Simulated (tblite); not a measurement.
C₆H₁₀N₂.
Atom-mapped SMILES: `[H]/[N:1]=[CH:2]\[C@@H:3]1[CH2:4][CH:5]=[N:6][CH2:7][CH2:8]1` (hydrogens: H9 on N1; H10 on C2; H11 on C3; H12, H13 on C4; H14 on C5; H15, H16 on C7; H17, H18 on C8)

Computed with GFN2-xTB (tblite), gas phase: Langevin dynamics at 400 K from the optimised GFN2-xTB geometry, time step 0.5 fs, friction 0.01 fs⁻¹, 2000 steps.

Start geometry:
```
atom  x, y, z in Å
N1     -2.814   -0.683   -0.303
C2     -2.054    0.039    0.380
C3     -0.551    0.025    0.488
C4      0.006    1.401    0.100
C5      1.506    1.347   -0.005
N6      2.224    0.324   -0.103
C7      1.642   -0.989   -0.133
C8      0.131   -1.029   -0.382
H9     -2.351   -1.398   -0.863
H10    -2.539    0.806    0.981
H11    -0.300   -0.163    1.541
H12    -0.396    1.708   -0.872
H13    -0.282    2.163    0.828
H14     2.023    2.301    0.004
H15     1.885   -1.459    0.826
H16     2.175   -1.549   -0.908
H17    -0.068   -0.811   -1.435
H18    -0.246   -2.028   -0.154
```

The statistics below take the 31 frames saved every 25 fs from 250 to 1000 fs; their kinetic temperature (all 3N coordinates) averages 368 K.

Task: Give the mean, spread and extremes of the bond lengths.

Result: 
| bond | start (Å) | mean (Å) | standard deviation (Å) | shortest (Å) | longest (Å) |
| --- | --- | --- | --- | --- | --- |
| N1=C2 | 1.251 | 1.252 | 0.019 | 1.209 | 1.286 |
| C2–C3 | 1.507 | 1.517 | 0.038 | 1.445 | 1.608 |
| C3–C4 | 1.535 | 1.548 | 0.040 | 1.478 | 1.627 |
| C4–C5 | 1.504 | 1.510 | 0.037 | 1.429 | 1.575 |
| C5=N6 | 1.254 | 1.257 | 0.017 | 1.230 | 1.289 |
| N6–C7 | 1.436 | 1.439 | 0.038 | 1.377 | 1.529 |
| C7–C8 | 1.532 | 1.551 | 0.034 | 1.486 | 1.614 |
| C3–C8 | 1.528 | 1.520 | 0.033 | 1.419 | 1.575 |
| N1–H9 | 1.019 | 1.022 | 0.013 | 0.987 | 1.045 |
| C2–H10 | 1.088 | 1.092 | 0.019 | 1.057 | 1.129 |
| C3–H11 | 1.098 | 1.108 | 0.027 | 1.044 | 1.161 |
| C4–H12 | 1.096 | 1.104 | 0.040 | 1.043 | 1.223 |
| C4–H13 | 1.092 | 1.101 | 0.032 | 1.036 | 1.157 |
| C5–H14 | 1.085 | 1.090 | 0.039 | 1.003 | 1.159 |
| C7–H15 | 1.096 | 1.097 | 0.031 | 1.039 | 1.175 |
| C7–H16 | 1.094 | 1.102 | 0.036 | 1.003 | 1.165 |
| C8–H17 | 1.094 | 1.097 | 0.039 | 1.015 | 1.192 |
| C8–H18 | 1.092 | 1.102 | 0.054 | 1.030 | 1.218 |

Task: Give the same statistics for bond angles, one of each kind among heavy atoms.

Result: 
```tsv
angle	start (°)	mean (°)	standard deviation (°)	smallest (°)	largest (°)
N1–C2–C3	129.8	129.4	3.8	122.5	137.4
C2–C3–C4	109.6	109.6	4.0	98.6	117.2
C2–C3–C8	114.3	113.9	3.9	105.6	123.3
C4–C3–C8	108.2	109.0	2.9	103.7	117.7
C3–C4–C5	110.3	109.0	4.5	99.8	117.6
C4–C5–N6	127.3	126.3	3.1	119.0	133.5
C5–N6–C7	121.0	121.3	3.1	114.9	128.3
N6–C7–C8	115.3	115.5	3.9	105.5	122.0
C3–C8–C7	109.3	109.6	4.2	101.9	121.0
```

Task: How far does each atom move about its mean position (frames aligned on the start, all atoms weighted alike), and what rms force does it feel?

Result: 
```csv
atom,rms displacement (Å),rms force (eV/Å)
N1,0.14,1.68
C2,0.15,1.93
C3,0.08,2.35
C4,0.13,2.10
C5,0.14,2.25
N6,0.15,1.70
C7,0.10,2.08
C8,0.10,2.66
H9,0.38,0.62
H10,0.39,0.78
H11,0.19,1.06
H12,0.31,1.19
H13,0.32,1.15
H14,0.29,1.26
H15,0.31,1.08
H16,0.30,1.27
H17,0.24,1.37
H18,0.23,1.54
```

The displacements run from 0.08 to 0.39 Å, the largest at H10.

Task: Follow the torsion N1–C2–C3–C4 through every second one of these frames.

Result: 
| t (fs) | N1–C2–C3–C4 (°) |
| --- | --- |
| 250 | 158 |
| 300 | 155 |
| 350 | 136 |
| 400 | 123 |
| 450 | 126 |
| 500 | 108 |
| 550 | 102 |
| 600 | 122 |
| 650 | 119 |
| 700 | 140 |
| 750 | 145 |
| 800 | 150 |
| 850 | 119 |
| 900 | 116 |
| 950 | 99 |
| 1000 | 99 |

Largest departure from the start value over all these frames: N1–C2–C3–C4 36° (start 122°).

Task: How widely does the potential energy scatter, against a harmonic estimate?

Result: Mean 0.81 eV above the start, standard deviation 0.136 eV, range 0.59 to 1.17 eV. For 48 classical harmonic modes at 400 K the canonical values are 48kT/2 = 0.83 eV and kT·√(48/2) = 0.169 eV.

The run is classical and short, so these are rough statistics of one trajectory.

The cost below is that of the whole dynamics run. On one thread of an Arm Neoverse V1, on a shared host, this took 12 s and 0.19 GiB of memory at its peak.
